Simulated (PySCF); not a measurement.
iminoborane (BH₂N), SMILES B=N. Atoms are numbered in the order given.

```xyz
4

B      0.0000     0.0000     0.6977
N      0.0000     0.0000    -0.5454
H      0.0000     0.0000     1.8744
H      0.0000     0.0000    -1.5453
```

Geometry: PBE-D3(BJ)/def2-TZVPD.

The numbers are results of PBE-D3(BJ)/def2-TZVPD (PySCF), not measurements.

Frequencies are harmonic and unscaled.

Modes within 1.5 cm⁻¹ of each other (mostly degenerate sets) share a row, with their intensities summed.

```csv
mode,ν (cm⁻¹),IR (km/mol),moving atoms (share of kinetic energy)
1–2,443,208.9,"H 74 %, N 19 %"
3–4,716,3.5,"H 80 %, B 19 %"
5,1799,45.0,"B 43 %, N 38 %, H 19 %"
6,2830,11.4,"H 83 %, B 16 %"
7,3780,179.5,"H 91 %, N 9 %"
```
